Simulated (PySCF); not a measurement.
## Spin–spin couplings to the heavy atom in SMILES C[Te](C)=O, C₂H₆OTe

Geometry:
```csv
atom,x (Å),y (Å),z (Å)
C1,1.519,-0.158,-0.069
Te2,-0.023,1.311,0.271
C3,-1.528,-0.229,0.371
O4,-0.297,2.005,-1.407
H5,1.479,-0.936,0.706
H6,1.333,-0.581,-1.066
H7,2.495,0.344,-0.053
H8,-2.484,0.236,0.647
H9,-1.252,-0.998,1.105
H10,-1.599,-0.652,-0.641
```

Level of theory for the indirect couplings: PBE0/pcJ-1 (dyall-v2z on Te), isolated molecule, Gaussian nuclear model, structure from PBE0-D3(BJ)/def2-SVP (PySCF 2.14.0).

Non-relativistic values:
```tsv
coupling	atoms	J (Hz)
1J(125Te,13C)	Te2 – C1/C3	185.0
1J(125Te,17O)	Te2 – O4	-521.4
2J(125Te,1H)	Te2 – H5/H6/H7/H8/H9/H10	-22.6
```

What do two-component X2C with spin–orbit coupling give?

Answers


```json
{"coupling": "1J(125Te,13C)", "atoms": "Te2 – C1/C3", "with spin–orbit (Hz)": "299.8"}
{"coupling": "1J(125Te,17O)", "atoms": "Te2 – O4", "with spin–orbit (Hz)": "-527.9"}
{"coupling": "2J(125Te,1H)", "atoms": "Te2 – H5/H6/H7/H8/H9/H10", "with spin–orbit (Hz)": "-43.7"}
```

The largest listed coupling, 1J(125Te,17O), ends at 1.01 times its non-relativistic value. Equivalent partners are averaged, as under fast rotation. In the static structure 2J(125Te,1H) spreads over -30.8, -19.1, -82.7, -81.2, -30.1, -18.4 Hz.
